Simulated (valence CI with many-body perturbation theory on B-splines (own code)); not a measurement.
## Sensitivity of CI+MBPT for Tm48+

Computed by configuration interaction combined with many-body perturbation theory (CI+MBPT): three valence electrons over a frozen Dirac-Fock core [Ar], a basis of 6 s, 6 p, 5 d, 5 f, 1 g functions for each j, with the one-electron correlation potential Σ1 (screened to all orders), the two-electron term Σ2, the three-electron term Σ3, Breit, model QED; selected single and double excitations, second order for the rest, scaled by the run's own slope (own B-spline code, finite nucleus).

No measured spectrum was set against this ion. As an estimate, large intervals hold to a few tenths of a per cent, small ones and those within an open d or f shell to about a per cent. Only levels of the ground parity were solved; by the run's estimate the other parity begins above the list, which can be wrong where configurations are misplaced.

The reference run has the lowest level (3d3/2^3) J=3/2 and an ionisation energy of 4200.22 eV. Its largest variational space holds 2196 state functions.

Levels are named by their leading jj configuration (3d3/2^4 stands for four electrons in 3d with j = 3/2), which in mixed levels can hold well under half, so a name can repeat and another be missing. Letters in brackets count levels of one name in rising energy.

Changed runs:
A. screening of Σ1 on → off
B. screening of Σ1 on → off; natural orbitals for correlation on → off
C. scale of Σ1 1 → 0.8
D. box radius (bohr) 2.3389 → 0.67 (bad on purpose)

Excitation energies of the reference run in cm⁻¹, and shifts in cm⁻¹:

| Level | Reference | A | B | C | D |
| --- | --- | --- | --- | --- | --- |
| (3d3/2^2 3d5/2) J=5/2 [a] | 365706 | +191 | -645 | -345 | +83 |
| (3d3/2^2 3d5/2) J=3/2 | 414168 | +189 | -78 | -344 | +99 |
| (3d3/2^2 3d5/2) J=7/2 | 439154 | +198 | -157 | -360 | +106 |
| (3d3/2^2 3d5/2) J=9/2 | 441802 | +192 | -80 | -350 | +112 |
| (3d3/2^2 3d5/2) J=1/2 | 453025 | +192 | +248 | -352 | +110 |
| (3d3/2^2 3d5/2) J=5/2 [b] | 618526 | +211 | +1413 | -394 | +132 |
| (3d3/2 3d5/2^2) J=7/2 [a] | 798115 | +380 | -414 | -691 | +182 |
| (3d3/2 3d5/2^2) J=9/2 | 830613 | +385 | -317 | -701 | +192 |
| (3d3/2 3d5/2^2) J=3/2 [a] | 868860 | +385 | +318 | -704 | +202 |
| (3d3/2 3d5/2^2) J=1/2 | 890393 | +387 | +567 | -708 | +204 |
| (3d3/2 3d5/2^2) J=11/2 | 902703 | +386 | +247 | -706 | +216 |
| (3d3/2 3d5/2^2) J=5/2 [a] | 906927 | +377 | +578 | -693 | +208 |
| Ionisation energy (eV) | 4200.22 | -0.05 | -0.32 | -0.53 | -0.22 |
